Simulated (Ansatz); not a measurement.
CH₄ClFOTi (`[CH3][Ti]([OH])([F])[Cl]`). Total charge 0; spin multiplicity 1. The geometry is a stationary point of PBE0-D4/def2-TZVP. It is one conformer, not always the lowest.

```xyz
9

C     1.175   -0.590    0.193
Ti   -0.734   -0.016   -0.243
O    -0.809    1.694    0.164
F    -0.944   -0.327   -1.955
Cl   -2.049   -1.264    1.009
H     1.373   -0.410    1.253
H     1.286   -1.654   -0.034
H     1.869   -0.003   -0.417
H    -1.169    2.570    0.030
```

What is the dipole moment at B3LYP/def2-TZVPP? (Best estimate.)

Computed: 2.36 D, with components (0.82, 2.21, 0.17) D in this frame, pointing from negative to positive charge.

And with PBE, r2SCAN, ωB97M-V? (Estimate.)

Ansatz gave: PBE 2.34 D, r2SCAN 2.39 D, ωB97M-V 2.42 D.

Give the Mulliken charges with B3LYP, ωB97M-V, PBE in def2-TZVPP. (Best estimate.)

Ansatz gave: 
```
atom  B3LYP  ωB97M-V    PBE
  C1  -0.47    -0.48  -0.48
 Ti2   1.04     0.92   0.90
  O3  -0.48    -0.44  -0.42
  F4  -0.37    -0.35  -0.32
 Cl5  -0.26    -0.22  -0.23
  H6   0.12     0.13   0.12
  H7   0.12     0.13   0.12
  H8   0.11     0.13   0.11
  H9   0.20     0.18   0.20
```

B3LYP here is the variant with VWN-RPA as its local correlation; programs differ in this.
